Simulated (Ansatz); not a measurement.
Reaction (redistribution): `F[SiH2]C1=C[SiH2]1` + `CB(C)N` → `CB(C)[SiH2]F` + `NC1=C[SiH2]1`

Program: Ansatz. Geometries: PBE0-D4/def2-TZVP. ΔE: electronic, gas phase. CCSD(T)/CBS adds triple-zeta CCSD(T) − MP2 to the extrapolated MP2 energy (def2 sets, frozen cores). Functionals use def2-TZVPP. One conformer a species, not always the lowest.

| level | ΔE (kJ/mol) | difference from CCSD(T)/CBS |
| --- | --- | --- |
| PBE-D4 | 180.1 | -31.4 |
| PBE0-D4 | 187.2 | -24.3 |
| PBE | 180.0 | -31.5 |
| PBE0 | 187.1 | -24.4 |
| HF/def2-TZVPP | 211.5 | 0.0 |
| CCSD(T)/def2-TZVPP | 211.6 | 0.1 |
| HF/def2-QZVPP | 212.2 | 0.7 |
| MP2/def2-QZVPP | 217.3 | 5.8 |
| SCS-MP2/def2-QZVPP | 216.5 | 5.0 |
| MP2/CBS(def2) | 216.9 | 5.4 |
| CCSD(T)/CBS | 211.5 | 0 |

Largest T1 diagnostic among the species: 0.013.

From PBE to PBE0 (25 % exact exchange), in def2-TZVPP and without D4, ΔE moves by +7.1 kJ/mol.
